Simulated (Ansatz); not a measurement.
System: C5H11O (charge 0, doublet). It need not be the lowest isomer of its formula. 
Coordinates optimised at B3LYP-D3(BJ)/def2-TZVP (Ansatz, an electronic-structure program):
```
C
O 1 1.3652
H 1 1.1149 2 101.93
C 1 1.5389 3 107.26 2 118.73
H 4 1.0932 1 108.27 3 68.04
H 4 1.0940 5 106.64 1 -115.56
C 4 1.5230 5 110.50 6 -119.86
H 7 1.0899 4 110.69 5 -178.03
H 7 1.0910 8 108.26 4 121.97
H 7 1.0930 8 107.84 9 116.31
C 1 1.5389 3 107.26 2 -118.73
H 11 1.0932 1 108.27 3 -68.04
H 11 1.0940 12 106.64 1 115.56
C 11 1.5230 12 110.50 13 119.86
H 14 1.0899 11 110.69 12 178.03
H 14 1.0910 15 108.26 11 -121.97
H 14 1.0930 15 107.84 16 -116.31
```
Charge 0, spin multiplicity 2.

Basis-set convergence of Hartree-Fock and MP2 correlation energies (hartree) with Ansatz. Correlated levels leave the core frozen unless marked. UHF or UKS for open shells. No spin-orbit coupling. No relativistic terms.

| basis | functions | E(HF) | E(corr, MP2) |
|---|---|---|---|
| cc-pVDZ | 139 | -270.58859 | -0.86029 |
| cc-pVTZ | 334 | ? | ? |

Complete the blanks.


- cc-pVTZ, E(HF): -270.66528
- cc-pVTZ, E(corr, MP2): -1.06636
